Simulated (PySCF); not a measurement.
Species: BF₂H₃SeSi.
SMILES with atom numbers: `[F:1][B:2]([F:3])[SiH2:4][SeH:5]` (hydrogens: H6, H7 on Si4; H8 on Se5)

Method: PBE0-D3(BJ)/def2-SVP geometry optimisation, gas phase in PySCF 2.14.0; density fitting, grid level 1; the optimiser is geomeTRIC in internal coordinates, started from a GFN2-xTB structure with every atom displaced at random (about 0.01 Å).

Step 0: E = -79357.3921 eV
```
atom  x, y, z in Å  |  force x, y, z in eV/Å
F1     -0.0075   -2.5259   -0.0334   -0.071   0.961   0.055
B2     -0.4198   -1.2505    0.0416   -0.672  -1.594   0.007
F3     -1.7421   -1.1208    0.1437    0.715   0.260  -0.029
Si4     0.8659    0.2896    0.0005   -1.164   0.784  -0.076
Se5    -0.3783    2.2210   -0.1399    1.273   0.822  -0.090
H6      1.6582    0.4226    1.2036    0.553  -0.183   0.773
H7      1.7464    0.3018   -1.1485    0.574  -0.254  -0.682
H8     -1.6678    1.6429   -0.1200   -1.209  -0.795   0.041
```

Q: Estimate the geometry and energy of step 1. (The exact step hangs on the optimiser's Hessian estimate; all steps are aligned on step 0, rigid shifts and turns removed.)

A: E = -79357.5346 eV, largest force 0.641 eV/Å
```
atom  x, y, z in Å  |  force x, y, z in eV/Å
F1      0.1188   -2.4625   -0.0072   -0.189   0.087  -0.013
B2     -0.4408   -1.2641    0.0350    0.276  -0.128   0.063
F3     -1.7494   -1.2111    0.1433   -0.090   0.013  -0.030
Si4     0.7924    0.3493   -0.0091    0.029   0.018  -0.021
Se5    -0.3274    2.3382   -0.1497   -0.611  -0.194  -0.022
H6      1.6286    0.3146    1.2327    0.008   0.008  -0.034
H7      1.7152    0.2208   -1.1798    0.010  -0.011   0.050
H8     -1.6823    1.6956   -0.1178    0.568   0.206   0.007
```

The energy changes by -0.1425 eV. The first-order estimate −F·Δx gives -0.3813 eV and the mean of the old and new forces, exact on a quadratic surface, -0.1515 eV. The step makes an angle of 68° with the force vector and moves no atom by more than 0.144 Å.

What follows is the cost of the whole optimisation. Hardware: Arm Neoverse N1, one thread, shared host with 64 logical CPUs at a one-minute load of 57. Cost: 1.8 min of wall time, 0.45 GiB resident at most.
